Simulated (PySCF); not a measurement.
**A small calculation by hand: chemical shift, span and skew from a shielding tensor**

AlBrClH2N, SMILES [NH2][Al]([Cl])[Br]. Atoms are numbered in the order given.

```xyz
6

Al    -0.4139    -0.6109     0.0000
Cl     1.0148    -2.1404     0.0000
Br     0.2381     1.5343     0.0000
N     -2.1206    -1.0121     0.0000
H     -2.8721    -0.3322     0.0000
H     -2.4890    -1.9565     0.0000
```

Geometry: PBE0-D3(BJ)/def2-SVP. The structure was generated by enumeration; whether it is a known compound was not checked. The values are those of a single conformer.

GIAO shieldings from PBE/pcSseg-1 run with PySCF, non-relativistic, no solvent. The symmetric part of the tensor of N4 has the principal values 204.8, 210.4, 262.6 ppm. The same nucleus in NH3 has σ = 267.0 ppm at this level (PySCF, at its B3LYP-D3(BJ)/def2-TZVP geometry). Without spin–orbit terms, shifts of atoms bonded to Cl or Br come out too high.

Task: Work out the isotropic shielding, the ¹⁵N shift against NH3, the span and the skew.

Result: 
σ(iso) = (σ11 + σ22 + σ33)/3 = 225.9 ppm. δ = σ(ref) − σ(iso) = 267.0 − (225.9) = 41.1 ppm.
Span Ω = σ33 − σ11 = 57.8 ppm. Skew κ = 3(σ(iso) − σ22)/Ω = 0.81. Tumbling in solution averages the tensor to δ; in a static solid the shielding alone would spread this spin-1/2 line over Ω.
